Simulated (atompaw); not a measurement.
# What one change does to a pseudopotential (Dy, PAW (atompaw))

| Quantity | Value |
| --- | --- |
| Element | Dy (Z = 66) |
| Generator | atompaw 4.2.0.5 |
| Type | PAW |
| Functional | PBEsol |
| Relativity | scalar-relativistic |
| Frozen core | [Xe] 4f9 |
| Valence charge | 3 |
| Reference configuration | 5d1 6s2 6p0 |
| Partial waves | 6s (bound): rc 3.00 bohr; 6s channel at 3.95 Ry: rc 3.00 bohr; 6p (bound, empty): rc 3.00 bohr; 6p channel at 1.6 Ry: rc 3.00 bohr; 5d (bound): rc 3.00 bohr; 5d channel at 1.55 Ry: rc 3.00 bohr |
| Local potential | bessel scheme, radius 2.10 bohr |
| Core correction | smooth core density matched at 2.20 bohr |
| Augmentation charge | sinc compensation charge, radius 2.80 bohr; PAW radius 3.00 bohr; waves and projectors: custom polynom vanderbiltortho |

All-electron outer shells of the reference configuration (PBEsol, scalar-relativistic, ld1.x):

```json
{"shell": "5p", "level (eV)": "-28.53", "outermost node (bohr)": "0.67", "outermost maximum (bohr)": "1.30"}
{"shell": "4f", "level (eV)": "-9.22", "outermost node (bohr)": "–", "outermost maximum (bohr)": "0.53"}
{"shell": "6s", "level (eV)": "-4.29", "outermost node (bohr)": "1.54", "outermost maximum (bohr)": "3.27"}
{"shell": "5d", "level (eV)": "-2.33", "outermost node (bohr)": "0.76", "outermost maximum (bohr)": "1.91"}
{"shell": "6p", "level (eV)": "-1.31", "outermost node (bohr)": "1.86", "outermost maximum (bohr)": "4.47"}
```

Change: augmentation sinc compensation charge, radius 2.80 bohr; PAW radius 3.00 bohr; waves and projectors: custom rrkj vanderbiltortho.

Cutoffs: the cutoffs (Ry, on a coarse ladder) from which the occupation-weighted sum of valence levels, in a spherical-Bessel basis at the reference potential, stays within 10 and 1 mRy of its value at 400 Ry; they do not see the model core or the augmentation charge, which bear on the density cutoff.

**Question.** What does the change do?

**Answer.** Both files are so soft that the ladder of cutoffs tells neither apart; both files keep a bound ghost (p, s); the range in which the d phases agree narrows (upper end at the end of the scan → 2.3).

```csv
quantity,base,changed
"cutoff, loose",8 Ry,8 Ry
"cutoff, tight",10 Ry,10 Ry
bound ghosts,"s, p","p, s"
s: phases at 3.00 bohr within 0.05 rad from the reference energy up to (Ry; the scan ends near 5),to the end of the scan,to the end of the scan
p: phases at 3.00 bohr within 0.05 rad from the reference energy up to (Ry; the scan ends near 5),to the end of the scan,to the end of the scan
d: phases at 3.00 bohr within 0.05 rad from the reference energy up to (Ry; the scan ends near 5),to the end of the scan,2.3
lowest overlap eigenvalue by channel,"s 0.02, p 0.58, d 0.92","s 0.76, p 0.70, d 0.25"
```

 A true bound ghost makes a file unfit for plane-wave use even where its test errors are small: the radial tests pick states by their node count and pass the ghost by. The cutoffs see the waves, projectors and local potential, not the compensation charge or the core.
